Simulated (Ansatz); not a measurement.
Relaxation of C2H7NSSi (12 atoms, charge 0, multiplicity 1), to a largest force component of 0.015 eV/Å in at most 40 steps.

Level of theory: RKS PBE-D4/def2-SVP (Ansatz 0.2.0).

```xyz
12
Properties=species:S:1:pos:R:3
S -2.186 -0.428 1.388
C -0.679 -1.161 0.856
Si 0.541 0.112 0.438
C 1.274 0.279 -1.278
N 0.101 1.092 -0.863
H -2.441 0.329 0.243
H -0.308 -1.803 1.675
H -0.851 -1.787 -0.007
H 1.089 1.050 1.533
H 2.166 0.741 -1.381
H 0.955 -0.544 -1.927
H 0.415 2.066 -0.643
```

Problem. Where does it end, and by what steps?

Solution. It converged. After 10 steps the energy has fallen by 0.713 eV; H9 moved furthest, 0.47 Å.

```
step  energy less start (eV)  largest force component (eV/Å)  accepted
   0                  0.0000                           3.625       yes
   1                 -0.5434                           1.316       yes
   2                 -0.6293                           0.559       yes
   3                 -0.6894                           0.434       yes
   4                 -0.6971                           0.429       yes
   5                 -0.7051                           0.161       yes
   6                 -0.7096                           0.066       yes
   7                 -0.7117                           0.030       yes
   8                 -0.7123                           0.030       yes
   9                 -0.7126                           0.032       yes
  10                 -0.7127                           0.014       yes
```

```xyz
12
Properties=species:S:1:pos:R:3
S -2.288 -0.326 1.280
C -0.712 -1.215 0.933
Si 0.581 0.076 0.470
C 1.245 0.328 -1.255
N 0.031 1.106 -0.845
H -2.232 0.423 0.135
H -0.431 -1.740 1.869
H -0.847 -1.981 0.141
H 1.332 0.664 1.624
H 2.200 0.880 -1.374
H 1.077 -0.397 -2.076
H 0.122 2.127 -0.867
```

Run time: 48 s on 2 threads of Arm Neoverse N1, with other jobs on the host, peak memory 0.15 GiB.
